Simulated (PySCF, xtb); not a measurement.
IK, SMILES [K][I] (connectivity only; charge and spin as stated), charge -1, multiplicity 2.

Harmonic wavenumbers (cm⁻¹) from GFN2-xTB run with xtb 6.7.1 at its own minimum, in rising order: 51.

Task: What does PBE-D3(BJ)/def2-TZVPD (PySCF) give at its own minimum? (An estimate is asked for; the answer gives what the named calculation found.)

Result: 126. Paired by order, the mean absolute difference is 75 cm⁻¹ and the zero-point energies are 0.1 and 0.2 kcal/mol.
